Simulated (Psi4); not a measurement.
H3F3Si2, singlet, at a GFN2-xTB geometry. Base run: CCSD(T)/def2-SVP (Psi4).

Here is a job for Psi4.
```
memory 2 GB

molecule {
0 1
  Si    1.35510057    0.08514925   -0.29001606
  F     2.15711087    0.12075900    1.10944568
  Si   -0.86502522   -0.08820021    0.23921756
  F    -1.51220900   -1.28119597   -0.61677143
  F    -1.65874776    1.16450325   -0.37331217
  H     1.75208731    1.32567441   -0.95087467
  H     1.92109560   -1.06744122   -0.98578491
  H    -1.40962456   -0.25211627    1.57357964
}

set basis def2-svp
set freeze_core true

energy('ccsd(t)')
print_variables()
```

Variants of this job, named by their change:

```tsv
change	ΔE vs base (kcal/mol)	MP2 correlation (Eh)	basis functions	core-seconds (rough)
base	0.000	-0.73962	93	70
method = mp2	29.35	-0.73939	93	5
method = ccsd	7.83	-0.73962	93	40
method = qcisd(t)	-0.527	-0.73962	93	60
method = fno-ccsd(t)	0.000	-0.73962	93	70
method = mp3	17.64	-0.73939	93	7
method = mp4	-1.36	-0.73962	93	50
method = dlpno-mp2	29.41	-0.73929	93	5
```
